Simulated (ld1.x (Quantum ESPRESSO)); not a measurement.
**What the settings do to the TM semilocal potential of hafnium**

Base potential:

ld1.x (Quantum ESPRESSO) 7.5 input, shortened:

```
&input
   title='Hf', zed=72., rel=1, dft='PZ', iswitch=3,
   config='[Xe] 4f14 5d2 6s1.5 6p0'
 /
 &inputp
   pseudotype=1, tm=.true., lloc=0,
   nlcc=.true., new_core_ps=.true., rcore=0.90
 /
4
6P  2  1   0.00   0.00  1.25  1.25  0.0
5D  3  2   2.00   0.00  2.85  2.85  0.0
4F  4  3  14.00   0.00  1.10  1.10  0.0
6S  1  0   1.50   0.00  2.00  2.00  0.0
 &test
   configts(1)='4f14 5d2 6s1.5 6p0'
 /
```

Cutoffs, loose and tight: the cutoffs (Ry, on a coarse ladder) from which the occupation-weighted sum of valence levels, in a spherical-Bessel basis at the reference potential, stays within 10 and 1 mRy of its value at 400 Ry. They do not see the model core or the augmentation charge, which bear on the density cutoff. Test errors are all-electron minus pseudo excitation energies from the reference, over the configurations 4f14 5d2 6s2 6p0; 4f14 5d2 6s1 6p0; 4f14 5d2 6s0 6p0; 4f14 5d1 6s2 6p0; 4f14 5d0 6s0 6p0; 4f14 5d1 6s0 6p0; 4f14 5d2.5 6s1.5 6p0 (two spin-polarised tests are not counted in the largest error). A dash means not determined; rows that change the core or the reference have their own tests. The largest error is taken over the tests solved by every variant that gives reliable tests at all: 4f14 5d0 6s0 6p0; 4f14 5d1 6s0 6p0; 4f14 5d1 6s2 6p0; 4f14 5d2 6s0 6p0; 4f14 5d2 6s1 6p0; 4f14 5d2.5 6s1.5 6p0.

Cutoffs are not given where the Bessel-basis levels miss the radial ones by over 6 mRy, ghosts where they miss by over 20 mRy; a channel whose overlap is not positive is not tested.

For the base: The 6p radius (1.25 bohr) lies inside the outermost node of the all-electron wave (1.65 bohr), which a nodeless pseudo-wave cannot match soundly.

A semilocal file is local in each channel, so a ghost entry of none says nothing of the separable form that plane-wave codes build from it.

| change | outcome | bound ghosts | largest test error (meV) |
| --- | --- | --- | --- |
| base | generated | not determined | -749 |
| wave 6p (bound): rc 1.25 bohr becomes 6p (bound): rc 0.86 bohr | generated | not determined | -749 |
| wave 6p (bound): rc 1.25 bohr becomes 6p (bound): rc 1.00 bohr | generated | not determined | -749 |
| wave 6p (bound): rc 1.25 bohr becomes 6p (bound): rc 1.24 bohr | generated | not determined | -749 |
| wave 6p (bound): rc 1.25 bohr becomes 6p (bound): rc 1.38 bohr | generated | not determined | -748 |
| wave 6p (bound): rc 1.25 bohr becomes 6p (bound): rc 1.64 bohr | generated | not determined | -748 |
| wave 6p (bound): rc 1.25 bohr becomes 6p (bound): rc 1.84 bohr | generated | none | -749 |
